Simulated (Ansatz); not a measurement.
Ligand exchange: GaH2Cl + Cd(CH3)(OH) → GaH2(OH) + Cd(CH3)Cl

Species: GaH2Cl `[Cl][GaH2]`, singlet; Cd(CH3)(OH), singlet; GaH2(OH), singlet; Cd(CH3)Cl, singlet. The partners trade Cl for OH: Ga–Cl and Cd–OH bonds give way to Ga–OH and Cd–Cl.

Shapes, held fixed at every level: PBE0-D4/def2-TZVP. Programs: Ansatz 0.2.0. Electronic energies: no zero-point or thermal term.

```
              level                    kind  ΔE (kJ/mol)  less CCSD(T)/def2-TZVPP
        HF/def2-SVP            Hartree–Fock        -77.6                    -18.1
B3LYP-D4/def2-TZVPP           global hybrid        -58.0                     +1.5
 wB97M-V/def2-TZVPP  range-separated hybrid        -60.7                     -1.2
 wB97X-V/def2-TZVPP  range-separated hybrid        -60.6                     -1.1
       MP2/def2-SVP     perturbation theory        -66.6                     -7.1
      CCSD/def2-SVP   coupled cluster or CI        -66.8                     -7.3
    CCSD/def2-TZVPP   coupled cluster or CI        -61.5                     -2.0
 CCSD(T)/def2-TZVPP   coupled cluster or CI        -59.5                      0.0
```

The highest level, CCSD(T)/def2-TZVPP, gives ΔE = -59.5 kJ/mol; the levels span -77.6 to -58.0. The column of differences is taken from that level and isn't an error. No measured value is set beside it here. For atoms past krypton def2 sets carry core potentials with scalar relativity. Relativity is left out for Ga. Outer-core shells of Cd, Ga are correlated, in sets that cover them unevenly.
